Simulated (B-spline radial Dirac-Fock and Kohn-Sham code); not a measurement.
System: the free krypton atom in the configuration [Ar] 3d10 4s2 4p6. Level of theory: Dirac-Hartree-Slater photoionisation with all multipoles and Dirac-Fock thresholds; an atomic code on a B-spline grid.

Question: Which of the sources Mg Kα (1253.6 eV), Al Kα (taken as 1486.9 eV), Ag Lα (2984.4 eV), Cr Kα (5414.7 eV), Cu Kα (8047.8 eV), Ga Kα (9251.7 eV), Mo Kα (17479.3 eV), Ag Kα (22162.9 eV) can ionise the 2p3/2 level, and how does the cross section change among them?

Answer: The computed threshold is 1679.3 eV, above Mg Kα, Al Kα; the others can ionise it. Cross sections: Ag Lα 81.0 kb, Cr Kα 14.1 kb, Cu Kα 4.10 kb, Ga Kα 2.62 kb, Mo Kα 0.314 kb, Ag Kα 0.138 kb. From the first to the last it falls by a factor of 590.
